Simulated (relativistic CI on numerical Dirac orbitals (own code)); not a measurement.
Radial parameters of Pm II

These numbers are calculated, not measured: Dirac-Coulomb-Breit CI, orbitals from a KLI potential per configuration, model QED, valence Slater integrals scaled by 0.85, P86 correlation energy added to each configuration (own radial code, finite nucleus).

Slater integrals F^k, G^k are unscaled and averaged over j, outside the closed core [Xe]; ζ comes from projecting the Hamiltonian with its Breit term on Σ l·s of the shell.

- 4f5.6s: F^2(4f,4f) = 90583, F^4(4f,4f) = 56116, F^6(4f,4f) = 40176, ζ(4f) = 924.82, G^3(4f,6s) = 2813.4 cm⁻¹; <r>(4f) = 1.052, <r^2>(4f) = 1.535, <r>(6s) = 4.079, <r^2>(6s) = 18.73 (bohr units).
- 4f5.6p: F^2(4f,4f) = 91183, F^4(4f,4f) = 56506, F^6(4f,4f) = 40459, ζ(4f) = 917.13, F^2(4f,6p) = 5988, G^2(4f,6p) = 1610.5, G^4(4f,6p) = 1422.3, ζ(6p) = 1183.8 cm⁻¹; <r>(4f) = 1.042, <r^2>(4f) = 1.489, <r>(6p) = 5.209, <r^2>(6p) = 30.42 (bohr units).
- 4f4.6s2: F^2(4f,4f) = 100900, F^4(4f,4f) = 62990, F^6(4f,4f) = 45228, ζ(4f) = 1009 cm⁻¹; <r>(4f) = 0.95, <r^2>(4f) = 1.177 (bohr units).

In this model ζ of a weakly bound d, f or g electron outside closed shells comes out too small, for d by up to a factor of two or three and at times with the wrong sign; that of an outer p electron is too small as well.

For a near-neutral ion this model can misplace configurations by up to about 10,000 cm⁻¹ (more where the count of f electrons changes) and terms by 10 to 25 % of their spread. Rates follow the energies as ν³ (E1, M1) or ν⁵ (E2), so they and the lifetimes can be off by large factors. The fine structure of a lone outer electron comes out too small, for d and f at times inverted, and misplaced configurations move strength between like terms. 22 of the 33 excited levels that our extract of the measured tables holds in this range could be paired (the sources list more); they are missed by 894 cm⁻¹ on average and 2286 at most, and levels without a partner can miss by more. Some levels of the ground configuration have no partner and can miss by 10 % or more.

Averages of the first 8 configurations, taken without configuration mixing, which lowers the lowest level and can move excited configurations by several eV; other configurations of the list can lie among them:

```csv
Configuration,Parity,States,Average energy above the lowest level (eV)
4f5.6s,odd,4004,5.2
4f5.6p,even,12012,8.0
4f4.6s2,even,1001,6.1
4f3.6s2.5d,odd,3640,12.7
4f5.7s,odd,4004,10.7
4f3.6s.7s2,odd,728,31.9
4f4.7s2,even,1001,20.7
4f3.6s2.7s,odd,728,22.7
```
